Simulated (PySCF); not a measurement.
Polarisability and C₆ of Ag(2+) (silver, charge +2)

[Kr] 4d8 5s1, high-spin 4F determinant (an excited configuration). Calculation: PySCF 2.14, in ANO-RCC-VTZP; scalar relativity by spin-free X2C-1e. Coupled (time-dependent) response in atomic units; α is the mean over directions. The basis has no added diffuse functions, which lowers α and C₆.

```json
{"method": "UHF", "mean α (bohr³)": "22.15", "C₆ (like pair)": "116.5", "S(−4)": "367.7"}
{"method": "PBE", "mean α (bohr³)": "16.57", "C₆ (like pair)": "86.81", "S(−4)": "173.1"}
{"method": "PBE0", "mean α (bohr³)": "17.61", "C₆ (like pair)": "91.93", "S(−4)": "204.6"}
```

S(−4) is the Cauchy moment in α(ω) = α(0) + S(−4) ω² + …

Spin-orbit coupling is absent.

α(iu) at PBE:

```csv
u (hartree),α(iu) (bohr³)
0,16.57
0.0500,16.15
0.100,15.05
0.200,12.10
0.300,9.560
0.500,6.506
0.750,4.662
1.00,3.650
1.50,2.507
2.00,1.841
3.00,1.096
5.00,0.5006
```

A single London oscillator, α(iu) = α/(1 + u²/ω²), gives C₆ = (3/4) ω α². Matching the computed C₆ needs ω = 4 × 86.81 / (3 × 16.57²) = 0.422 hartree.

For an ion, C₆ is the dispersion term alone; charge-induced terms of lower order in 1/R come first.
